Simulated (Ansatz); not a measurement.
Ideal-gas functions of H$_{3}$InN, SMILES `[NH2][InH]` radical at 600 K and 1 bar, from an Ansatz frequency run at PBE0-D4/def2-TZVP.

Molar mass 131.85 g/mol, point group C1 (symmetry number 1), electronic degeneracy 2, moments of inertia 3.94, 63.8, 67.468 u Å². Harmonic wavenumbers (cm⁻¹, unscaled): 249, 383, 402, 575, 699, 1536, 1619, 3560, 3673.

Use S(trans) = R[1.5 ln M + 2.5 ln T − 1.1517]; rotational temperatures θ = 24.2544 K / I; S(rot) = R[ln(√π/σ · √(T³/θAθBθC)) + 1.5]; for each mode x = 1.438777 ν̃/T, S = R[x/(eˣ − 1) − ln(1 − e⁻ˣ)] and H = RT x/(eˣ − 1); 1 cm⁻¹ = 0.0119627 kJ/mol; R = 8.31446 J/(mol·K).

Question: By hand: the entropy, in J/(mol·K).

Answer: Translation 184.3. Rotation: θ = 6.1559, 0.3802, 0.3595 K, giving 97.7. Vibration, mode by mode: 12.72, 9.31, 8.93, 6.27, 4.93, 1.00, 0.85, 0.02, 0.01, in all 44.1. Electronic 5.8. Sum 331.9 J/(mol·K).

Question: By hand: H − E and G − E in kJ/mol, counted from the electronic energy.

Answer: Zero-point energy ½ × 12696 × 0.0119627 = 75.9; thermal vibration 14.8; translation, rotation and pV give 4 RT = 20.0. H − E = 110.7 kJ/mol, and G − E = 110.7 − 600 × 331.9/1000 = -88.4 kJ/mol.

Vibration gives 13 % of the entropy. The sum counts one conformer and one mirror image; others add a mixing term.
